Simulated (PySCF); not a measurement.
# How methods differ on the excitation energy of Pr²⁺

Pr²⁺ [Xe] 4f3 (high-spin determinant) → Pr²⁺ [Xe] 4f2 5d1 (high-spin determinant), as a difference of total energies. All numbers are calculated (PySCF 2.14, scalar relativity by spin-free X2C-1e, in ANO-RCC-VTZP (8s7p5d3f2g1h, 104 functions)). Correlated levels: valence: [Kr] 4d10 frozen. The calculations carry no spin-orbit coupling.

| method | excitation energy (eV) |
| --- | --- |
| UHF | 0.629 |
| MP2 (valence) | 1.356 |
| SCS-MP2 (valence) | 1.105 |
| CCSD (valence) | 1.270 |
| CCSD(T) (valence) | 1.333 |

Problem. How much does correlation contribute at CCSD(T) (valence)?

Solution. 1.333 − (0.629) = 0.704 eV, measured against UHF.

A first-order spin-orbit estimate (lowest level to lowest level, LS coupling) adds -0.084 eV.

The determinant of the lower state and of the upper state mixes LS terms, which raises its energy above the lowest term, most at the Hartree-Fock and MP2 levels.
